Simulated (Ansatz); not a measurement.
`CB1C[SiH2]O1` + HBr → `BrB1C[SiH2]O1` + CH₄ at 500 K and 1 bar (ligand exchange at a B–C bond).

Isolated molecules relaxed with PBE0-D4/def2-TZVP in Ansatz; ΔE leaves out vibrations. CCSD(T)/CBS is the MP2 limit (def2-TZVPP, def2-QZVPP) plus CCSD(T) − MP2 in def2-TZVPP, frozen cores. This one scheme is used for every species. For Br outer-core shells are correlated without core-valence functions, which leaves a few kJ/mol of doubt a bond. Scalar relativity is left out up to krypton.

```tsv
species	CCSD(T)/CBS energy (Eh)	H − E (kJ/mol)	S (J/(mol·K))
`CB1C[SiH2]O1`	-469.45682	279.3	399.7
HBr	-2573.91920	30.5	213.7
`BrB1C[SiH2]O1`	-3002.94500	180.6	390.4
CH₄	-40.46206	135.6	206.8
```

H − E and S are ideal-gas, rigid-rotor, harmonic terms from PBE0-D4/def2-TZVP. 1 Eh = 2625.50 kJ/mol, R = 8.31446 J/(mol·K).

Problem. By hand: ΔE, ΔH, ΔS and ΔG.

Solution. ΔE = (-3002.94500) + (-40.46206) − (-469.45682) − (-2573.91920) = -0.03104 Eh = -81.5 kJ/mol. Δ(H − E) = 180.6 + 135.6 − 279.3 − 30.5 = 6.4, so ΔH = -75.1 kJ/mol. ΔS = 390.4 + 206.8 − 399.7 − 213.7 = -16.2 J/(mol·K). ΔG = -75.1 − 500 × (-16.2)/1000 = -67.0 kJ/mol.

Problem. By hand: the equilibrium constant, and the temperature at which ΔG would vanish if ΔH and ΔS stayed fixed.

Solution. log₁₀ K = −ΔG/(RT ln 10) = 7.0. ΔG = 0 at ΔH/ΔS = 4636 K, far beyond where these terms or the molecules hold.

ΔH outweighs TΔS. A doubt of 5 kJ/mol in ΔE shifts log₁₀ K by 0.5 here. These are equilibria of isolated gas molecules and say nothing of rates. Largest T1 diagnostic: 0.013 (customary marks: 0.02 for closed shells, 0.045 for open ones).
